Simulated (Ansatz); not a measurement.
H2Se2 (SMILES [SeH][SeH]) moved off its minimum; all values from Ansatz (an electronic-structure program), cores frozen in correlated methods.
(charge 0, multiplicity 1)
```xyz
4

Se     0.3635    -0.9901     0.6451
H     -0.1438    -1.9862    -0.3194
Se    -0.3359     0.8908    -0.6992
H     -1.6138     1.0745    -0.0723
```

Forces at r2SCAN/def2-TZVPP (eV/Å):

```
atom      Fx      Fy      Fz
----  ------  ------  ------
Se1   -0.358   0.611  -0.615
H2     0.054   0.023   0.131
Se3    1.047  -0.673   0.076
H4    -0.743   0.038   0.408
```

### Question
Give the forces (eV/Å), the total energy and the dipole at CCSD(T)/aug-cc-pVTZ.

### Answer

```tsv
atom	Fx	Fy	Fz
Se1	-0.275	0.466	-0.443
H2	0.033	0.001	0.091
Se3	1.033	-0.505	-0.087
H4	-0.791	0.038	0.439
```
Energy -4801.3199 hartree, dipole 0.76 D.
